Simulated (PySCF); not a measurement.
**Nd²⁶⁺: ionisation energy**

Nd²⁶⁺ [Ar] 3d10 4s2 4p4 (3P) → Nd²⁷⁺ [Ar] 3d10 4s2 4p3 (4S), as a difference of total energies. Calculation: PySCF 2.14, in an even-tempered Gaussian basis (20 s from 1.6 bohr⁻², ratio 2.5; 14 p from 2.1 bohr⁻², ratio 2.5; 8 d from 3.8 bohr⁻², ratio 2.5; 5 f from 14 bohr⁻², ratio 2.7; 4 g from 21 bohr⁻², ratio 2.7); the spin-free X2C one-electron Hamiltonian (Gaussian nucleus). Correlated levels: outer shells: [Ne] frozen; virtual orbitals above 40 to 60 times the deepest correlated orbital energy dropped. The calculations carry no spin-orbit coupling.

```tsv
method	ionisation energy (eV)
UHF	942.36
LDA	945.47
PBE	944.89
PBE0	944.71
r2SCAN	944.58
B97-3	944.71
TPSSh	944.67
MP2 (outer shells)	943.70
SCS-MP2 (outer shells)	943.67
```

Q: How much does correlation contribute at MP2 (outer shells)?

A: 943.70 − (942.36) = 1.34 eV, measured against UHF.

Spin-orbit coupling is strong in these open shells (close to jj coupling). The scalar numbers leave it out and a first-order estimate fails, so it can dominate the gap to the real levels.

Breit and QED terms and the two-electron picture change are absent.

For comparison: 939 ± 4 eV (theoretical estimate listed by NIST; NIST Atomic Spectra Database, ionization energies).
